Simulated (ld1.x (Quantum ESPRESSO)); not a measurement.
# How hard is this F PAW potential?

- Element: F (Z = 9)
- Generator: ld1.x (Quantum ESPRESSO) 7.5
- Type: PAW
- Functional: PBE
- Relativity: scalar-relativistic
- Frozen core: [He]
- Valence charge: 7
- Reference configuration: 2s2 2p5
- Partial waves: 2s (bound): rcut 0.45, rcutus 0.60 bohr; 2s channel at -1.85 Ry: rcut 0.45, rcutus 0.60 bohr; 2p (bound): rcut 1.45, rcutus 1.50 bohr; 2p channel at 0.05 Ry: rcut 1.45, rcutus 1.50 bohr; 3d channel at 0.35 Ry: rcut 1.35, rcutus 1.55 bohr
- Local potential: all-electron potential smoothed inside 1.35 bohr (lloc = -1)
- Core correction: a·sin(br)/r model core, default radius (ld1.x builds one for every PAW set, though the input has nlcc=.false.)
- Augmentation charge: PSQ, radius 0.40 bohr

The pseudo-atom Hamiltonian at the reference potential is diagonalised in spherical Bessel functions j_l(qr) that vanish at 20 bohr, with q² up to the cutoff. All-electron valence levels (Ry): 2s -2.1976, 2p -0.8167.

Q: How do the lowest levels (Ry) of each channel move with the cutoff, and are there ghosts?

A:

```csv
cutoff (Ry),s #1,s #2,p #1,p #2,d #1,f #1,f #2,Σ f·Δε (mRy)
8,-1.8400,-0.0031,-0.2135,0.0478,0.0806,0.1213,0.2652,3731.3
15,-1.9012,-0.0046,-0.6545,0.0432,0.0806,0.1213,0.2652,1404.0
30,-1.9550,-0.0055,-0.8143,0.0422,0.0806,0.1213,0.2652,497.6
45,-2.0645,-0.0076,-0.8164,0.0421,0.0806,0.1213,0.2652,267.9
70,-2.1666,-0.0096,-0.8167,0.0421,0.0806,0.1213,0.2652,62.2
100,-2.1937,-0.0102,-0.8167,0.0421,0.0806,0.1213,0.2652,7.9
160,-2.1971,-0.0102,-0.8167,0.0421,0.0806,0.1213,0.2652,1.1
230,-2.1975,-0.0102,-0.8167,0.0421,0.0806,0.1213,0.2652,0.2
400,-2.1976,-0.0102,-0.8167,0.0421,0.0806,0.1213,0.2652,0.0
```

Result: no extra level below or beside the all-electron valence levels (s, p, d, f tested); 10 mRy is reached at 100 Ry and 1 mRy at 180 Ry.
